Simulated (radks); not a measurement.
Task: Ga8+, configuration [Ar] 3d5. Calculated with a radial shooting solver on a logarithmic mesh with Libxc functionals: Dirac Kohn-Sham, PBE, spin-unpolarised, spherical densities, finite nucleus; open shells fill j = l - 1/2 first; Fermi nuclear charge, rms radius 3.9973 fm. Some entries of the table are withheld. Estimate them.

orbital  occ.  eigenvalue (hartree)  r(max) (bohr)
1s1/2       2             -382.8496            (1)
2s1/2       2             -53.51747         0.1825
2p1/2       2             -48.18995            (2)
2p3/2       4             -47.17408            (3)
3s1/2       2             -11.89610         0.5521
3p1/2       2             -10.14116            (4)
3p3/2       4              -9.98599            (5)
3d3/2       4                   (6)            (7)
3d5/2       1                   (8)            (9)

Result: 
(1) 1s1/2 r(max) (bohr): 0.03178
(2) 2p1/2 r(max) (bohr): 0.1445
(3) 2p3/2 r(max) (bohr): 0.1474
(4) 3p1/2 r(max) (bohr): 0.5441
(5) 3p3/2 r(max) (bohr): 0.5513
(6) 3d3/2 eigenvalue (hartree): -7.03368
(7) 3d3/2 r(max) (bohr): 0.4876
(8) 3d5/2 eigenvalue (hartree): -7.00873
(9) 3d5/2 r(max) (bohr): 0.4896
